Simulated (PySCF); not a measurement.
## State search for CsI

Unrestricted PBE0; PySCF, spin-free X2C with a Gaussian nucleus, basis sets Cs x2c-TZVPall, I x2c-TZVPall. Outer shells of the fragments: Cs 6s1; I 4d10 5s2 5p5.

Followed along the bond (rough minima from three points):

```tsv
2Ms+1	unpaired	⟨S²⟩ at the start	R at minimum (Å)	Te (eV)
1	none	0.00	3.32	0.00
3	σ ↑, π ↑	2.00	none in the scan	≤ 3.70
```

Solutions found at the starting distance of 3.515 Å, counted from the lowest of them; the search is not exhaustive and high or unbound solutions are not listed, so other states can lie among these:

| 2Ms+1 | unpaired | term | E (eV) | ⟨S²⟩ | ⟨Lz²⟩ | μ (D) |
| --- | --- | --- | --- | --- | --- | --- |
| 1 | none | ¹Σ⁺ | 0.00 | 0.00 | 0.00 | -12.18 |
| 3 | σ ↑, π ↑ | ³Π | 3.74 | 2.00 | 1.01 | 1.72 |
| 1 | σ ↑, π ↓ | mixed | 3.76 | 1.00 | 1.01 | 2.02 |
| 3 | σ ↑↑ | ³Σ⁺ | 3.87 | 2.00 | 0.00 | 2.00 |
| 3 | π ↑↑ | mixed | 4.79 | 2.00 | 2.01 | 1.16 |
| 3 | π ↑↑ | mixed | 4.85 | 2.00 | 2.01 | 3.25 |
| 3 | σ ↑, π ↑ | ³Π | 5.01 | 2.00 | 1.00 | 4.12 |
| 3 | π ↑, δ ↑ | mixed | 5.09 | 2.00 | 5.01 | 0.88 |

A term symbol is given only where ⟨S²⟩ and ⟨Lz²⟩ are close to those of a pure state; real π, δ and φ orbitals otherwise mix terms. A positive dipole means Cs(−)I(+).

The measured ground state is X ¹Σ+ (Huber and Herzberg, Constants of Diatomic Molecules (1979)).

Spin–orbit coupling is left out. Counting both spins, an empty level lies below a filled one in some of these solutions, because spin and occupation are held.
